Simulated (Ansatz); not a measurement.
The cluster Bi₃S₃⁺, relaxed as a singlet with RKS PBE-D4/def2-SVP in Ansatz, starting from the GFN1-xTB geometry. Force threshold 0.02 eV/Å.

In the def2 sets Bi takes a core potential; there is no spin–orbit coupling. The restricted singlet is unstable towards broken spin symmetry in Hartree–Fock (as tested in another run); at PBE-D4/def2-SVP this wasn't settled. Another isomer (singlet) lies 0.73 eV lower at PBE0-D4/def2-TZVP; other spin states weren't run for this one.

Start:

```xyz
6

Bi   -2.153    1.452   -1.001
Bi   -0.782    0.861    1.532
Bi    2.211   -1.168    0.387
S    -1.326   -0.829   -0.340
S     1.592    1.176    0.737
S     0.457   -1.492   -1.316
```

Problem. Estimate the energy that the relaxation releases and the steps that it takes.

Solution. 128.2 kJ/mol, in 21 steps; 57 s on 4 threads of Arm Neoverse N1 on a shared host. No frequencies were taken in this run, so the end may be a saddle point.

Problem. Does the start keep its bonding and symmetry?

Solution. Bonds lost: Bi2–S4 (atoms count from 1). Bonds formed: Bi1–S5 (atoms count from 1). Metal–metal contacts that move far: Bi2–Bi3 3.79 to 3.01 Å.

Problem. Predict the relaxed structure.

Solution. 
| atom | x (Å) | y (Å) | z (Å) |
| --- | --- | --- | --- |
| Bi1 | -1.429 | 1.384 | -0.559 |
| Bi2 | -0.272 | 0.797 | 2.241 |
| Bi3 | 1.671 | -0.984 | 0.783 |
| S4 | -1.514 | -1.142 | -1.206 |
| S5 | 1.097 | 1.651 | 0.109 |
| S6 | 0.447 | -1.706 | -1.369 |
Bond lengths (bridged metal pairs left out): 5 × Bi–S 2.58 to 2.78 Å; 1 × S–S 2.05 Å.
